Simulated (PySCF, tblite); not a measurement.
Calculations on `C=C[SiH2]P[SiH2]F`, in the order of a workflow; each names the level of the geometry that it ran on. Settings lines and outputs come from a driver script.

C₂H₈FPSi₂.
Bonds: C1–C2 (double), C2–Si3, Si3–P4, P4–Si5, Si5–F6. Hydrogens: H7, H8 on C1; H9 on C2; H10, H11 on Si3; H12 on P4; H13, H14 on Si5.

Step 1: GFN2-xTB geometry optimisation, gas phase (tblite 0.8.0) (from a force-field or distance-geometry start)
```json
{"job": {"kind": "relax", "xc": "GFN2-xTB", "basis": "xTB"}, "charge": 0, "multiplicity": 1}
```
```
step      E/eV     max force
  0    -518.74239    2.020
  1    -518.90861    1.377
  2    -519.04657    1.769
...
108    -519.57873    0.027
109    -519.57881    0.027
110    -519.57884    0.019
111    -519.57886    0.012
112    -519.57887    0.010
```

Energy lowered by 19.3 kcal/mol over 112 steps; largest atomic force 0.010 eV/Å at the end. «max force» is the largest atomic force in eV/Å.

On Arm Neoverse N1, one thread, shared host, this took 1.3 s.

Step 2: GFN2-xTB harmonic vibrations, gas phase (tblite 0.8.0) (on the GFN2-xTB geometry)
```json
{"job": {"kind": "ir", "xc": "GFN2-xTB", "basis": "xTB"}, "charge": 0, "multiplicity": 1}
```
```
(table of modes left out)
```

36 modes from 20 to 3106 cm⁻¹ (unscaled, harmonic); zero-point energy 54.2 kcal/mol; all wavenumbers are real at this level.

Hardware: Arm Neoverse N1, one thread, shared host. Cost: 0.82 s.

Step 3: TDDFT B3LYP/def2-SVPD, vertical, gas phase, core orbitals frozen in the response (PySCF 2.14.0, density-fitted response routines) (on the GFN2-xTB geometry)
```json
{"job": {"kind": "uv", "xc": "B3LYP", "basis": "def2-SVPD", "nstates": 8, "ntriplets": 3}, "charge": 0, "multiplicity": 1}
```
```
...
Static polarisability (au): isotropic 107.455, principal 84.343 95.780 142.243
Singlet excitations
state   eV       nm        f      main configurations
  1   5.4722    226.6   0.01840   H->L 0.87, H->L+1 0.11
  2   5.7144    217.0   0.01254   H->L+1 0.83, H->L 0.12
  3   6.2644    197.9   0.00040   H->L+3 0.50, H-2->L 0.15, H->L+2 0.12
  4   6.3023    196.7   0.01209   H->L+3 0.39, H->L+2 0.35, H-1->L+1 0.10
  5   6.4794    191.4   0.19111   H-2->L 0.33, H->L+2 0.22, H-1->L 0.19
  6   6.5243    190.0   0.04745   H-1->L+1 0.68, H->L+2 0.23
  7   6.7929    182.5   0.14997   H->L+4 0.52, H-1->L+2 0.20, H-1->L 0.14
  8   6.8420    181.2   0.13524   H->L+4 0.31, H-1->L 0.28, H-3->L 0.13
Triplet excitations (Tamm-Dancoff, eV): 4.3360 5.2199 5.3727
```

HOMO -7.32 eV, LUMO -1.02 eV; lowest singlet 5.47 eV; lowest triplet 4.34 eV (Tamm–Dancoff); mean polarisability 107.5 au.

The run took 50 s of wall time on an Arm Neoverse N1 with one thread, shared host with 64 logical CPUs at a one-minute load of 54, and the process peaked at 0.75 GiB of memory.

Geometry of the electronic-property runs (GFN2-xTB):
```
atom  x, y, z in Å
C1    -2.9723    0.3521   -1.0292
C2    -2.0917    0.7321   -0.1169
Si3   -0.2393    0.8973   -0.4076
P4     0.7369    0.1454    1.4628
Si5    2.8351   -0.0547    0.7590
F6     3.6654   -0.7660    1.9386
H7    -2.6739    0.1092   -2.0359
H8    -4.0277    0.2663   -0.8197
H9    -2.4476    0.9617    0.8815
H10    0.1567    2.3050   -0.5315
H11    0.1514    0.1850   -1.6322
H12    0.3991   -1.1834    1.2842
H13    3.0642   -0.9284   -0.3849
H14    3.4433    1.2580    0.6098
```

 (This holds for the electronic-property runs.)

One conformer stands for the species.
